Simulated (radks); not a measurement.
Charge is removed step by step from the 4d down level of Bi37+, starting from [Kr] 4d(up 5, down 5). Method: scalar-relativistic Kohn-Sham, PBE, spin-polarised, spherical densities, point nucleus; computed with a radial shooting solver on a logarithmic mesh with Libxc functionals.

removed (e) = 0: E - E(0) (eV) 0.000; eigenvalue (eV) -1768.7; E minus straight line (eV) 0.000
removed (e) = 0.1: E - E(0) (eV) 177.05; eigenvalue (eV) -1774.6; E minus straight line (eV) -2.676
removed (e) = 0.2: E - E(0) (eV) 354.69; eigenvalue (eV) -1780.6; E minus straight line (eV) -4.758
removed (e) = 0.3: E - E(0) (eV) 532.93; eigenvalue (eV) -1786.5; E minus straight line (eV) -6.246
removed (e) = 0.4: E - E(0) (eV) 711.76; eigenvalue (eV) -1792.5; E minus straight line (eV) -7.140
removed (e) = 0.5: E - E(0) (eV) 891.18; eigenvalue (eV) -1798.4; E minus straight line (eV) -7.439
removed (e) = 0.6: E - E(0) (eV) 1071.2; eigenvalue (eV) -1804.4; E minus straight line (eV) -7.144
removed (e) = 0.7: E - E(0) (eV) 1251.8; eigenvalue (eV) -1810.3; E minus straight line (eV) -6.252
removed (e) = 0.8: E - E(0) (eV) 1433.0; eigenvalue (eV) -1816.3; E minus straight line (eV) -4.765
removed (e) = 0.9: E - E(0) (eV) 1614.8; eigenvalue (eV) -1822.3; E minus straight line (eV) -2.681
removed (e) = 1: E - E(0) (eV) 1797.2; eigenvalue (eV) -1828.2; E minus straight line (eV) 0.000

Removing the whole electron costs 1797.2 eV by Delta-SCF, against 1768.7 eV from minus the eigenvalue at the starting occupation. Slater's transition state (half an electron removed) gives 1798.4 eV. Integrating minus the eigenvalue over the occupation (Janak's theorem) gives 1798.4 eV. In this scalar-relativistic scheme the density is built from large components alone, so the theorem holds only approximately. The mean slope of the eigenvalue, de/dn, is 59.5 eV per electron. Ionisation energy of Bi37+ in the NIST Atomic Spectra Database: 1784 eV (theoretical).

Beside tabulated values, note that scalar-relativistic runs lack spin-orbit coupling.
